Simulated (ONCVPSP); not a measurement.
selenium (Se), ONCV: configuration errors across variants

Se (Z = 34), optimised norm-conserving Vanderbilt (ONCV), made with ONCVPSP 4.0.1 (PBE, scalar-relativistic). Core [Ar], reference 3d10 4s2 4p3.75 (charge +0.25). Waves: 4s: rc 1.40 bohr, ncon 4, nbas 9, qcut 4.2 1/bohr, 1 projector; 4p: rc 1.90 bohr, ncon 4, nbas 9, qcut 5 1/bohr, 2 projectors, debl 0.4 Ha; 3d: rc 0.65 bohr, ncon 5, nbas 9, qcut 22.4 1/bohr, local. Local part: the d channel. Core correction: Teter function fitted to the true core (icmod 2), fcfact 0.2.

All-electron excitation energies from the reference (eV): (1) 3d10 4s2 4p4 -1.887; (2) 3d10 4s2 4p3 8.958; (3) 3d10 4s2 4p2 29.306.

1 further variants failed, have other tests or too few solved ones, and are left out.

A true bound ghost makes a file unfit for plane-wave use even where its test errors are small: the radial tests pick states by their node count and pass the ghost by.

Errors AE − PS in meV (a dash: test not solved or not reliable):

```csv
change,(1),(2),(3),bound ghosts,GHOST(+) flags above zero
base,+0.4,-0.1,+9.5,"s, p",none
"all radii but the core radius scaled by about 0.90 (s 1.26, p 1.70, d 0.58 bohr)",+0.4,+0.4,+15,"s, p",none
"all radii but the core radius scaled by about 0.96 (s 1.34, p 1.82, d 0.62 bohr)",+0.4,+0.2,+12,"s, p",none
"all radii but the core radius scaled by about 1.05 (s 1.48, p 2.00, d 0.68 bohr)",+0.4,-0.3,+6.6,"s, p",none
"all radii but the core radius scaled by about 1.14 (s 1.60, p 2.18, d 0.74 bohr)",+0.3,-1.0,+0.4,"s, p",s
"all radii but the core radius scaled by about 1.30 (s 1.82, p 2.48, d 0.84 bohr)",+0.3,-1.8,-7.8,"s, p",s
```

Give the same row for: all radii but the core radius scaled by about 1.20 (s 1.68, p 2.28, d 0.78 bohr).

+0.3, -1.3, -2.7; bound ghosts: s, p; GHOST(+) flags above zero: s.
